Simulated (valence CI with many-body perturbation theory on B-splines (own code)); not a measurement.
Tl LXXIV: electric-dipole lines

Level of theory: valence CI with perturbative core correlation (CI+MBPT): six valence electrons over a frozen Dirac-Fock core [He], a basis of 9 s, 9 p, 8 d, 6 f, 3 g, 1 h functions for each j, with the one-electron correlation potential Σ1, the two-electron term Σ2, the three-electron term Σ3, Breit, model QED; selected CI, second order for the rest, scaled by the run's own slope (own B-spline code, finite nucleus).

No measured spectrum was set against this ion. As an estimate, large intervals hold to a few tenths of a per cent, small ones and those within an open d or f shell to about a per cent. Among the levels kept, up to 1900 cm⁻¹ of a level comes from second order outside the variational space, and about a tenth of that is noise between levels of different J, which matters for small intervals.

Lines 101 to 150 of 197 in falling wavelength, among levels below 13209 eV, chosen from the strongest by gf and those to the six lowest levels. Wavelengths and rates use the calculated energies. Electric multipoles are in the length gauge with retardation, E1 and E2 with the static RPA response of the core. Weak lines are less certain than strong ones. Lines between different terms over intervals too small for the method are left out, as are lines whose strength nearly cancels. The highest levels of a list are the least certain.

Levels are named by their leading jj configuration (3d3/2^4 stands for four electrons in 3d with j = 3/2), which in mixed levels can hold well under half, so a name can repeat and another be missing. Letters in brackets count levels of one name in rising energy.

```csv
λ vac (nm),Upper,Lower,A (s⁻¹),S (a.u.)
0.4667,(2s 2p1/2^2 2p3/2^2 3s) J=1 [b],(2s^2 2p1/2^2 2p3/2 3s) J=2,7.17e+12,1.08e-03
0.4662,(2s 2p1/2 2p3/2^4) J=1,(2s^2 2p1/2 2p3/2^3) J=1,8.05e+12,1.21e-03
0.4653,(2s 2p1/2^2 2p3/2^2 3s) J=2 [b],(2s^2 2p1/2^2 2p3/2 3s) J=2,4.03e+13,1.00e-02
0.4625,(2s 2p1/2^2 2p3/2^2 3s) J=0,(2s^2 2p1/2^2 2p3/2 3s) J=1,2.45e+13,1.20e-03
0.4591,(2s 2p1/2^2 2p3/2^3) J=1,(2s^2 2p1/2^2 2p3/2^2) J=2,4.38e+13,6.28e-03
0.2625,(2s 2p1/2 2p3/2^4) J=1,(2s^2 2p1/2^2 2p3/2^2) J=0,8.66e+08,2.32e-08
0.2586,(2s 2p1/2 2p3/2^4) J=1,(2s^2 2p1/2^2 2p3/2^2) J=2,1.27e+11,3.26e-06
0.1587,(2s^2 2p1/2^2 2p3/2 3p1/2) J=1,(2s 2p1/2^2 2p3/2^3) J=1,8.49e+09,5.02e-08
0.1586,(2s^2 2p1/2^2 2p3/2 3p1/2) J=2,(2s 2p1/2^2 2p3/2^3) J=1,3.76e+10,3.70e-07
0.1567,(2s^2 2p1/2^2 2p3/2 3p1/2) J=1,(2s 2p1/2^2 2p3/2^3) J=2,6.04e+10,3.44e-07
0.1567,(2s^2 2p1/2^2 2p3/2 3p1/2) J=2,(2s 2p1/2^2 2p3/2^3) J=2,4.84e+09,4.60e-08
0.1508,(2s^2 2p1/2^2 2p3/2 3s) J=2,(2s^2 2p1/2 2p3/2^3) J=2,7.61e+09,6.44e-08
0.1506,(2s^2 2p1/2^2 2p3/2 3s) J=1,(2s^2 2p1/2 2p3/2^3) J=2,3.72e+09,1.88e-08
0.1505,(2s^2 2p1/2^2 2p3/2 3s) J=2,(2s^2 2p1/2 2p3/2^3) J=1,1.62e+09,1.37e-08
0.1503,(2s^2 2p1/2^2 2p3/2 3s) J=1,(2s^2 2p1/2 2p3/2^3) J=1,1.21e+10,6.06e-08
0.1471,(2s^2 2p1/2^2 2p3/2 3p3/2) J=1,(2s 2p1/2^2 2p3/2^3) J=1,9.92e+09,4.68e-08
0.1466,(2s^2 2p1/2^2 2p3/2 3p3/2) J=2,(2s 2p1/2^2 2p3/2^3) J=1,4.31e+09,3.34e-08
0.1460,(2s^2 2p1/2^2 2p3/2 3p3/2) J=0,(2s 2p1/2^2 2p3/2^3) J=1,4.39e+11,6.76e-07
0.1455,(2s^2 2p1/2^2 2p3/2 3p3/2) J=3,(2s 2p1/2^2 2p3/2^3) J=2,4.81e+10,5.12e-07
0.1455,(2s^2 2p1/2^2 2p3/2 3p3/2) J=1,(2s 2p1/2^2 2p3/2^3) J=2,1.17e+11,5.35e-07
0.1449,(2s^2 2p1/2^2 2p3/2 3p3/2) J=2,(2s 2p1/2^2 2p3/2^3) J=2,6.88e+10,5.17e-07
0.1361,(2s^2 2p1/2^2 2p3/2 3d3/2) J=2,(2s^2 2p1/2 2p3/2^3) J=2,2.42e+10,1.51e-07
0.1360,(2s^2 2p1/2^2 2p3/2 3d3/2) J=3,(2s^2 2p1/2 2p3/2^3) J=2,4.86e+09,4.22e-08
0.1359,(2s^2 2p1/2^2 2p3/2 3d3/2) J=1,(2s^2 2p1/2 2p3/2^3) J=2,5.78e+10,2.15e-07
0.1358,(2s^2 2p1/2^2 2p3/2 3d3/2) J=2,(2s^2 2p1/2 2p3/2^3) J=1,8.98e+10,5.55e-07
0.1356,(2s^2 2p1/2^2 2p3/2 3d3/2) J=1,(2s^2 2p1/2 2p3/2^3) J=1,1.90e+09,7.02e-09
0.1356,(2s^2 2p1/2^2 2p3/2 3d3/2) J=0,(2s^2 2p1/2 2p3/2^3) J=1,4.21e+10,5.18e-08
0.1337,(2s^2 2p1/2^2 2p3/2 3d5/2) J=2,(2s^2 2p1/2 2p3/2^3) J=2,4.47e+09,2.64e-08
0.1335,(2s^2 2p1/2^2 2p3/2 3d5/2) J=3,(2s^2 2p1/2 2p3/2^3) J=2,5.81e+09,4.77e-08
0.1334,(2s^2 2p1/2^2 2p3/2 3d5/2) J=2,(2s^2 2p1/2 2p3/2^3) J=1,1.05e+09,6.16e-09
0.1332,(2s^2 2p1/2^2 2p3/2 3d5/2) J=1,(2s^2 2p1/2 2p3/2^3) J=2,5.57e+09,1.95e-08
0.1330,(2s^2 2p1/2^2 2p3/2 3d5/2) J=1,(2s^2 2p1/2 2p3/2^3) J=1,1.46e+10,5.07e-08
0.1249,(2s^2 2p1/2 2p3/2^2 3p1/2) J=1 [a],(2s 2p1/2^2 2p3/2^3) J=1,1.62e+11,4.66e-07
0.1248,(2s^2 2p1/2 2p3/2^2 3p1/2) J=2 [a],(2s 2p1/2^2 2p3/2^3) J=1,7.08e+09,3.40e-08
0.1240,(2s^2 2p1/2 2p3/2^2 3p1/2) J=2 [b],(2s 2p1/2^2 2p3/2^3) J=1,7.99e+11,3.76e-06
0.1238,(2s^2 2p1/2 2p3/2^2 3p1/2) J=1 [b],(2s 2p1/2^2 2p3/2^3) J=1,8.19e+10,2.30e-07
0.1237,(2s^2 2p1/2 2p3/2^2 3p1/2) J=1 [a],(2s 2p1/2^2 2p3/2^3) J=2,7.19e+09,2.01e-08
0.1236,(2s^2 2p1/2 2p3/2^2 3p1/2) J=2 [a],(2s 2p1/2^2 2p3/2^3) J=2,6.90e+10,3.21e-07
0.1234,(2s^2 2p1/2 2p3/2^2 3p1/2) J=3,(2s 2p1/2^2 2p3/2^3) J=2,1.18e+11,7.64e-07
0.1231,(2s^2 2p1/2 2p3/2^2 3p1/2) J=0,(2s 2p1/2^2 2p3/2^3) J=1,1.43e+12,1.32e-06
0.1228,(2s^2 2p1/2 2p3/2^2 3p1/2) J=2 [b],(2s 2p1/2^2 2p3/2^3) J=2,1.34e+12,6.12e-06
0.1226,(2s^2 2p1/2 2p3/2^2 3p1/2) J=1 [b],(2s 2p1/2^2 2p3/2^3) J=2,6.70e+10,1.83e-07
0.1212,(2s 2p1/2^2 2p3/2^2 3s) J=2 [a],(2s 2p1/2^2 2p3/2^3) J=1,3.51e+13,1.54e-04
0.1205,(2s 2p1/2^2 2p3/2^2 3s) J=3,(2s 2p1/2^2 2p3/2^3) J=2,5.99e+13,3.62e-04
0.1202,(2s^2 2p1/2^2 2p3/2 3s) J=1,(2s^2 2p1/2^2 2p3/2^2) J=0,1.21e+14,3.12e-04
0.1201,(2s 2p1/2^2 2p3/2^2 3s) J=1 [a],(2s 2p1/2^2 2p3/2^3) J=1,3.58e+13,9.19e-05
0.1201,(2s 2p1/2^2 2p3/2^2 3s) J=2 [a],(2s 2p1/2^2 2p3/2^3) J=2,3.25e+14,1.39e-03
0.1200,(2s 2p1/2^2 2p3/2^2 3s) J=1 [b],(2s 2p1/2^2 2p3/2^3) J=1,2.98e+14,7.64e-04
0.1199,(2s 2p1/2^2 2p3/2^2 3s) J=2 [b],(2s 2p1/2^2 2p3/2^3) J=1,5.33e+13,2.27e-04
0.1199,(2s^2 2p1/2 2p3/2^2 3s) J=2 [a],(2s^2 2p1/2 2p3/2^3) J=2,1.52e+13,6.48e-05
```
